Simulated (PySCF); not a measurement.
## Static response to an electric field

Compound: C₅H₉OP.
Geometry (GFN2-xTB, Å), atoms numbered from 1 in this order:
```xyz
16
C5H9OP angstrom
C     -1.6852    1.0339    0.6151
C     -0.9100    0.1640   -0.3352
C     -1.6293   -1.0573   -0.8369
C      0.3125    0.4473   -0.6938
P      1.8049    0.9270   -1.1602
C      2.8347    0.0040    0.1485
O      2.1758   -0.2380    1.3535
H     -2.0831    0.4353    1.4338
H     -2.5245    1.4904    0.0907
H     -1.0567    1.8217    1.0217
H     -1.8527   -1.7265   -0.0054
H     -1.0292   -1.5922   -1.5687
H     -2.5731   -0.7672   -1.2963
H      3.1895   -0.9315   -0.3153
H      3.7100    0.6174    0.3799
H      1.3090   -0.6192    1.1571
```

Level: wB97X-D/def2-SVPD (PySCF), static field, nuclei fixed, core orbitals frozen in the response. The polarisability tensor in these axes (au):

```
x   135.86   8.66  -7.46
y     8.66  77.76  -2.62
z    -7.46  -2.62  79.52
```

Question: Diagonalise the tensor; give its mean and Δα, where Δα² is half the sum of the squared differences of the eigenvalues.

Answer: Principal values 75.69, 79.30 and 138.15 au; mean 97.72 au = 14.48 Å³ = 16.11 × 10⁻⁴⁰ C²·m²/J; Δα = 60.74 au (62 % of the mean).

Question: What is the dipole moment, and where does it point?

Answer: (-2.04, -1.04, -0.24) D, 2.30 D in size, pointing from the negative to the positive side. Measured along this direction, the outermost atoms are H15 at the negative end and H13 at the positive end.

Question: Find the Langevin capture rate constant for NO+ (29.998 u) meeting this molecule (116.039 u), k = 2.342 × 10⁻⁹ cm³/s × √(α in Å³ / reduced mass in u).

Answer: The reduced mass is 23.84 u, so k = 1.83 × 10⁻⁹ cm³/s. The formula leaves out the permanent dipole, which adds to the capture rate.

Question: Directions of the eigenvectors, and the extent of the frame along each?

Answer: Largest value along (0.98, 0.15, -0.13), where the nuclei span 6.14 Å; middle along (0.18, -0.45, 0.87), 2.95 Å; least along (-0.07, 0.88, 0.47), 4.22 Å. The strongest response lies along the longest span, while the other two are in reverse order.

Question: What are the principal values of the traceless quadrupole moment, Θ = ½Σq(3rr − r²1), about the centre of nuclear charge?

Answer: -10.37, 1.12, 9.25 D·Å. The values depend on the origin, since the dipole doesn't vanish. The electronic extent ⟨r²⟩ about the same centre is 1154 bohr², a root-mean-square distance of 2.28 Å for the 62 electrons.

Question: Sum over states: ᾱ = Σ f/ω², ω in Eh. What share falls to these 8 lowest TDDFT singlets (eV, f)? 4.20, 0.0040; 5.15, 0.0021; 5.38, 0.0457; 5.70, 0.0010; 6.16, 0.7901; 6.57, 0.0447; 6.89, 0.0709; 6.97, 0.0258.

Answer: They add up to 19.12 au, 19.6 % of the 97.72 au; the largest single term is 15.43 au, from the state at 6.16 eV. Terms in order: 0.17, 0.06, 1.17, 0.02, 15.43, 0.77, 1.11, 0.39 au. Higher excitations give the rest. The strengths listed sum to 0.984.

Question: Orientational against electronic polarisability at 273 K (dilute gas, rigid molecules)?

Answer: In Gaussian units μ²/3kT = 46.87 Å³ against 14.48 Å³, a ratio of 3.24; the Debye molar polarisation (4π/3)N_A(α + μ²/3kT) is 154.8 cm³/mol, leaving out the vibrational part.

The structure is a single GFN2-xTB conformer in the gas phase; no vibrational or solvent corrections.

The run behind these numbers computed excited states as well. Hardware: an Arm Neoverse V2 with one thread, shared host. Cost: 48 s of wall time.

wB97X-D is run here without its empirical dispersion term; that term would change no orbital, density or response property at a fixed geometry.
